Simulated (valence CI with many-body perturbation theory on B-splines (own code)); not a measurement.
E1 transitions of Tb LI

Computed by valence CI with perturbative core correlation (CI+MBPT): five valence electrons over a frozen Dirac-Fock core [Ne], a basis of 11 s, 11 p, 10 d, 8 f, 5 g, 2 h functions for each j, with the one-electron correlation potential Σ1, the two-electron term Σ2, the three-electron term Σ3, Breit, model QED; selected CI, second order for the rest, scaled by the run's own slope (own B-spline code, finite nucleus).

The last digits are not significant, and no measured levels were compared; by estimate large intervals hold to a few tenths of a per cent, small ones and those within an open d or f shell to about a per cent. Among the levels kept, up to 3200 cm⁻¹ of a level comes from second order outside the variational space, and about a tenth of that is noise between levels of different J, which matters for small intervals.

Lines 101 to 150 of 565 in falling wavelength, among levels below 897.37 eV, chosen from the strongest by gf and those to the six lowest levels. Wavelengths and rates use the calculated energies. Electric multipoles are in the length gauge with retardation, E1 and E2 with the static RPA response of the core. Weak lines are less certain than strong ones. Lines between different terms over intervals too small for the method are left out, as are lines whose strength nearly cancels. The highest levels of a list are the least certain.

Levels are named by their leading jj configuration (3d3/2^4 stands for four electrons in 3d with j = 3/2), which in mixed levels can hold well under half, so a name can repeat and another be missing. Letters in brackets count levels of one name in rising energy.

```
λ vac (Å)                               Upper                               Lower   A (s⁻¹)  S (a.u.) with core polarisation  S without
    55.12  (3s^2 3p1/2 3p3/2 3d3/2) J=3/2 [b]          (3s^2 3p1/2 3p3/2^2) J=5/2  6.30e+08                         2.08e-04   2.14e-04
    54.70  (3s^2 3p1/2 3p3/2 3d5/2) J=7/2 [a]          (3s^2 3p1/2 3p3/2^2) J=5/2  5.69e+08                         3.68e-04   3.73e-04
    54.44  (3s^2 3p1/2 3p3/2 3d3/2) J=5/2 [b]          (3s^2 3p1/2 3p3/2^2) J=3/2  2.13e+09                         1.02e-03   1.04e-03
    54.39          (3s 3p1/2^2 3d5/2^2) J=5/2  (3s 3p1/2^2 3p3/2 3d5/2) J=3/2 [b]  2.74e+10                         1.30e-02   1.32e-02
    53.79          (3s^2 3p3/2 3d5/2^2) J=7/2      (3s^2 3p3/2^2 3d5/2) J=5/2 [a]  3.24e+10                         1.99e-02   2.02e-02
    53.74  (3s 3p1/2^2 3p3/2 3d5/2) J=3/2 [a]          (3s 3p1/2^2 3p3/2^2) J=3/2  2.66e+10                         8.14e-03   8.25e-03
    53.70          (3s 3p1/2^2 3d5/2^2) J=9/2  (3s 3p1/2^2 3p3/2 3d5/2) J=7/2 [b]  2.96e+10                         2.26e-02   2.29e-02
    53.27          (3s^2 3p1/2 3d5/2^2) J=3/2      (3s^2 3p1/2 3p3/2 3d5/2) J=1/2  5.63e+10                         1.68e-02   1.70e-02
    53.04          (3s^2 3p1/2 3d5/2^2) J=7/2  (3s^2 3p1/2 3p3/2 3d5/2) J=5/2 [b]  1.58e+11                         9.32e-02   9.46e-02
    53.03          (3s 3p1/2^2 3d5/2^2) J=7/2  (3s 3p1/2^2 3p3/2 3d5/2) J=5/2 [b]  1.41e+11                         8.29e-02   8.41e-02
    52.76  (3s^2 3p1/2 3p3/2 3d5/2) J=3/2 [a]          (3s^2 3p1/2 3p3/2^2) J=5/2  8.25e+09                         2.39e-03   2.43e-03
    52.68  (3s^2 3p1/2 3p3/2 3d3/2) J=1/2 [b]          (3s^2 3p1/2 3p3/2^2) J=3/2  4.68e+09                         6.75e-04   6.85e-04
    52.59          (3s^2 3p1/2 3d5/2^2) J=9/2  (3s^2 3p1/2 3p3/2 3d5/2) J=7/2 [b]  1.42e+11                         1.02e-01   1.04e-01
    52.47  (3s 3p1/2^2 3d3/2 3d5/2) J=3/2 [b]  (3s 3p1/2^2 3p3/2 3d3/2) J=1/2 [b]  2.75e+10                         7.85e-03   7.96e-03
    52.23          (3s^2 3p1/2 3d5/2^2) J=5/2  (3s^2 3p1/2 3p3/2 3d5/2) J=3/2 [b]  5.27e+10                         2.23e-02   2.26e-02
    52.13          (3s 3p1/2^2 3d5/2^2) J=3/2  (3s 3p1/2^2 3p3/2 3d5/2) J=3/2 [b]  4.90e+10                         1.37e-02   1.39e-02
    51.94  (3s^2 3p3/2 3d3/2 3d5/2) J=7/2 [a]          (3s^2 3p3/2^2 3d3/2) J=7/2  1.76e+10                         9.74e-03   9.89e-03
    51.93  (3s^2 3p1/2 3p3/2 3d5/2) J=5/2 [a]          (3s^2 3p1/2 3p3/2^2) J=5/2  4.31e+10                         1.79e-02   1.81e-02
    51.81          (3s 3p1/2^2 3d5/2^2) J=3/2  (3s 3p1/2^2 3p3/2 3d5/2) J=5/2 [b]  2.85e+10                         7.82e-03   7.93e-03
    51.80  (3s 3p1/2 3p3/2^2 3d5/2) J=3/2 [a]            (3s 3p1/2 3p3/2^3) J=5/2  3.29e+10                         9.02e-03   9.16e-03
    51.56  (3s 3p1/2 3p3/2^2 3d5/2) J=7/2 [b]            (3s 3p1/2 3p3/2^3) J=5/2  1.41e+10                         7.64e-03   7.75e-03
    51.50  (3s^2 3p1/2 3d3/2 3d5/2) J=7/2 [a]      (3s^2 3p1/2 3p3/2 3d3/2) J=7/2  2.46e+10                         1.33e-02   1.34e-02
    51.37  (3s 3p1/2^2 3d3/2 3d5/2) J=7/2 [b]  (3s 3p1/2^2 3p3/2 3d3/2) J=5/2 [b]  9.08e+10                         4.86e-02   4.93e-02
    51.23  (3s 3p1/2 3p3/2^2 3d3/2) J=5/2 [e]        (3s 3p1/2 3p3/2^3) J=3/2 [a]  1.99e+10                         7.91e-03   8.02e-03
    51.17  (3s^2 3p3/2 3d3/2 3d5/2) J=3/2 [a]      (3s^2 3p3/2^2 3d3/2) J=3/2 [a]  2.91e+10                         7.69e-03   7.80e-03
    51.15  (3s^2 3p3/2 3d3/2 3d5/2) J=5/2 [a]      (3s^2 3p3/2^2 3d3/2) J=3/2 [a]  3.62e+10                         1.44e-02   1.46e-02
    51.13      (3s 3p1/2^2 3d3/2 3d5/2) J=1/2  (3s 3p1/2^2 3p3/2 3d3/2) J=1/2 [b]  8.51e+10                         1.12e-02   1.14e-02
    50.77          (3s 3p1/2^2 3d5/2^2) J=3/2      (3s 3p1/2^2 3p3/2 3d5/2) J=1/2  7.02e+10                         1.81e-02   1.84e-02
    50.68          (3s^2 3p1/2 3d5/2^2) J=5/2  (3s^2 3p1/2 3p3/2 3d5/2) J=7/2 [b]  2.94e+10                         1.13e-02   1.15e-02
    50.57          (3s 3p1/2^2 3d5/2^2) J=7/2  (3s 3p1/2^2 3p3/2 3d5/2) J=7/2 [b]  4.85e+10                         2.48e-02   2.51e-02
    50.55  (3s^2 3p1/2 3d3/2 3d5/2) J=5/2 [b]  (3s^2 3p1/2 3p3/2 3d3/2) J=3/2 [b]  9.05e+10                         3.46e-02   3.51e-02
    50.55  (3s^2 3p1/2 3p3/2 3d5/2) J=3/2 [a]          (3s^2 3p1/2 3p3/2^2) J=3/2  6.50e+10                         1.66e-02   1.68e-02
    50.53          (3s 3p1/2^2 3d5/2^2) J=9/2  (3s 3p1/2^2 3p3/2 3d5/2) J=7/2 [a]  1.23e+11                         7.84e-02   7.95e-02
    50.51  (3s^2 3p3/2 3d3/2 3d5/2) J=7/2 [b]          (3s^2 3p3/2^2 3d3/2) J=7/2  5.87e+10                         2.99e-02   3.03e-02
    50.12  (3s 3p1/2^2 3d3/2 3d5/2) J=5/2 [b]  (3s 3p1/2^2 3p3/2 3d3/2) J=3/2 [b]  6.14e+10                         2.29e-02   2.32e-02
    50.02  (3s 3p1/2^2 3p3/2 3d5/2) J=5/2 [a]          (3s 3p1/2^2 3p3/2^2) J=5/2  8.00e+10                         2.96e-02   3.01e-02
    50.01          (3s^2 3p1/2^2 3d5/2) J=5/2          (3s^2 3p1/2^2 3p3/2) J=3/2  1.08e+11                         4.00e-02   4.05e-02
    49.97  (3s^2 3p3/2 3d3/2 3d5/2) J=5/2 [c]      (3s^2 3p3/2^2 3d3/2) J=3/2 [b]  3.32e+10                         1.23e-02   1.24e-02
    49.79  (3s^2 3p1/2 3p3/2 3d5/2) J=5/2 [a]          (3s^2 3p1/2 3p3/2^2) J=3/2  2.07e+10                         7.57e-03   7.67e-03
    49.61         (3s^2 3p3/2 3d5/2^2) J=11/2          (3s^2 3p3/2^2 3d5/2) J=9/2  1.49e+11                         1.08e-01   1.10e-01
    49.46      (3s 3p1/2^2 3p3/2 3d5/2) J=1/2          (3s 3p1/2^2 3p3/2^2) J=1/2  1.66e+11                         1.99e-02   2.02e-02
    49.37  (3s^2 3p1/2 3d3/2 3d5/2) J=7/2 [a]  (3s^2 3p1/2 3p3/2 3d3/2) J=5/2 [a]  1.05e+11                         5.00e-02   5.08e-02
    49.31          (3s^2 3p3/2 3d5/2^2) J=5/2          (3s^2 3p3/2^2 3d5/2) J=7/2  4.37e+10                         1.55e-02   1.57e-02
    49.30  (3s 3p1/2^2 3d3/2 3d5/2) J=3/2 [b]  (3s 3p1/2^2 3p3/2 3d3/2) J=3/2 [b]  6.02e+10                         1.42e-02   1.44e-02
    49.29  (3s 3p1/2 3p3/2^2 3d5/2) J=1/2 [c]        (3s 3p1/2 3p3/2^3) J=3/2 [b]  8.62e+10                         1.02e-02   1.03e-02
    49.29  (3s 3p1/2 3p3/2^2 3d5/2) J=3/2 [b]            (3s 3p1/2 3p3/2^3) J=5/2  5.89e+10                         1.39e-02   1.41e-02
    49.20  (3s^2 3p1/2 3d3/2 3d5/2) J=5/2 [a]  (3s^2 3p1/2 3p3/2 3d3/2) J=3/2 [a]  7.77e+10                         2.74e-02   2.78e-02
    49.09  (3s^2 3p1/2 3d3/2 3d5/2) J=3/2 [b]  (3s^2 3p1/2 3p3/2 3d3/2) J=1/2 [b]  8.68e+10                         2.03e-02   2.06e-02
    49.08  (3s 3p1/2^2 3d3/2 3d5/2) J=7/2 [a]  (3s 3p1/2^2 3p3/2 3d3/2) J=5/2 [a]  9.72e+10                         4.54e-02   4.60e-02
    49.07  (3s^2 3p1/2 3p3/2 3d5/2) J=3/2 [b]          (3s^2 3p1/2 3p3/2^2) J=1/2  1.39e+11                         3.25e-02   3.29e-02
```
